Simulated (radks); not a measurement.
Task: The mean radii <r> (bohr) of the occupied orbitals of an atom or ion are listed with their occupations. Calculated with a radial shooting solver on a logarithmic mesh with Libxc functionals: scalar-relativistic Kohn-Sham, LDA (Slater exchange, Perdew-Wang correlation), spin-unpolarised, spherical densities, finite nucleus; Fermi nuclear charge, rms radius of each element as measured or else 0.836 A^(1/3) + 0.57 fm.

orbital  occ.     <r>
1s          2  0.1587
2s          2  0.9025
2p          6  0.9815

Name the element and its charge.

Result: Z = 10, neon, charge 0: Ne in [Ne]. The 1s radius gives Z: for a bare nucleus <r> = (2 gamma + 1)/(2Z) with gamma = sqrt(1 - (Z/c)^2), 0.1497 bohr for Z = 10, and screening makes it slightly larger (0.1587 here). The occupations add up to 10, and the charge is Z minus that.
